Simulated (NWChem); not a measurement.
Ionisation of H$_{3}$P$_{2}$

```
P
H 1 1.4263
H 1 1.4296 2 95.25
P 1 2.1911 2 96.73 3 100.20
H 4 1.4335 1 91.80 2 -158.60
```
Charge 0, spin multiplicity 2.

Program: NWChem. The geometry was optimised at UPBE0/def2-SVP, a minimum by its harmonic frequencies. It is one conformer; others weren't searched.

Basis set: def2-TZVP. The species with one electron less has spin multiplicity 1 and keeps the geometry of the parent. Δ marks differences of total energies (open shells unrestricted). −ε marks an orbital energy of the parent. That orbital need not have the symmetry of the hole or added electron in the Δ rows. That singlet is a closed-shell solution.

B3LYP has NWChem's definition, with VWN1-RPA local correlation. The structure started from a generated list of species. No SCF solution was tested for a lower state. Open-shell Hartree-Fock references start from PBE0 orbitals.

Problem. Order these methods by the first vertical ionisation energy they give, lowest first: −ε(alpha HOMO) of LDA (SVWN5), −ε(alpha HOMO) of B3LYP, ΔLDA (SVWN5), −ε(alpha HOMO) of HF, G0W0@LDA (SVWN5).

Solution. −ε(alpha HOMO) of LDA (SVWN5) (5.25 eV), −ε(alpha HOMO) of B3LYP (6.16 eV), G0W0@LDA (SVWN5) (7.85 eV), ΔLDA (SVWN5) (8.49 eV), −ε(alpha HOMO) of HF (9.18 eV)
